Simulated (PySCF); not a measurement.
PySCF job for Si(H)(OH)(SiH3)2 (H8OSi3), SMILES [SiH3][SiH](O)[SiH3], SMD-ωB97X/def2-SVP. Coordinates come from a PBE0-D3(BJ)/def2-SVP optimisation. Other conformers were not sampled.

```python
import numpy as np
from pyscf import gto, scf, dft
from pyscf.solvent import smd

mol = gto.M(
    atom='''
    Si    0.15583275   -0.55249257   -0.38565908
    O     0.00561813   -1.99889179    0.45407221
    Si    1.76189620    0.86016798    0.59703186
    Si   -1.89320450    0.59967639   -0.50765471
    H     0.59781432   -0.92695307   -1.76082789
    H    -0.27410504   -1.92266099    1.37124456
    H     1.35199408    1.17892583    2.00229952
    H     3.11380342    0.22182655    0.63531481
    H     1.84838057    2.14351858   -0.16852805
    H    -2.36680354    0.92375861    0.87619478
    H    -1.71147548    1.88454299   -1.25374229
    H    -2.94789554   -0.21474957   -1.18658618
    ''',
    basis='def2-SVP',
    charge=0,
    spin=0,
    max_memory=1600,
    verbose=3,
)
mf = dft.RKS(mol, xc='wb97x').density_fit(auxbasis='def2-universal-jkfit')
mf.grids.level = 3
mf.conv_tol = 1e-9
mf.max_cycle = 100
mf.kernel()
res = {}
for name in ['water', 'dichloromethane', 'tetrahydrofuran']:
    s = mf.SMD()
    s.with_solvent.solvent, s.with_solvent.sasa_ng = name, 194
    s.kernel(mf.make_rdm1())
    res[name] = (s.e_tot, s.with_solvent.get_cds(), s.dip_moment(), s.mo_energy, s.converged)
    print(f'SMD {name}: dG(solv) = {(s.e_tot - mf.e_tot) * 627.509474:.3f} kcal/mol, of which CDS {res[name][1] * 627.509474:.3f}')
```

It prints:

```
converged SCF energy = -948.161951312966
converged SCF energy = -948.163906881057
Dipole moment(X, Y, Z, Debye): -0.42292,  0.60157,  1.27423
SMD water: dG(solv) = -1.227 kcal/mol, of which CDS 4.461
converged SCF energy = -948.167397958292
Dipole moment(X, Y, Z, Debye): -0.37204,  0.44173,  1.14429
SMD dichloromethane: dG(solv) = -3.418 kcal/mol, of which CDS -0.411
converged SCF energy = -948.166149807327
Dipole moment(X, Y, Z, Debye): -0.35662,  0.44165,  1.09153
SMD tetrahydrofuran: dG(solv) = -2.635 kcal/mol, of which CDS -0.410
```

The run converged.
